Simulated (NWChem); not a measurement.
Species: CH₃AlClFS; SMILES [F][Al]([Cl])[S]C

```xyz
8

Al    -0.2769     0.3976    -0.0002
Cl     0.4903     2.3332     0.0014
F     -1.9239     0.1775    -0.0007
S      0.9909    -1.3397    -0.0007
C     -0.2661    -2.6773    -0.0031
H     -1.2900    -2.2825     0.0002
H     -0.1131    -3.2973     0.8899
H     -0.1166    -3.2912    -0.9010
```
Atoms are numbered in this order, from 1.

Results from NWChem. Pople sets run with spherical d functions. Coordinates come from a PBE0/def2-SVP optimisation. Static field.

```json
[
 {"level": "PBE/6-31+G*", "isotropic polarisability (bohr³)": "(withheld)", "anisotropy (bohr³)": "(withheld)"},
 {"level": "B3LYP/6-31+G*", "isotropic polarisability (bohr³)": "63.9", "anisotropy (bohr³)": "34.3"},
 {"level": "LDA (Slater exchange, VWN5)/6-31+G*", "isotropic polarisability (bohr³)": "67.2", "anisotropy (bohr³)": "37.4"},
 {"level": "CAM-B3LYP/6-31+G*", "isotropic polarisability (bohr³)": "62.1", "anisotropy (bohr³)": "32.5"}
]
```

Problem. Complete the blanks.

Solution. 
- PBE/6-31+G*, isotropic polarisability (bohr³): 66.5
- PBE/6-31+G*, anisotropy (bohr³): 36.6
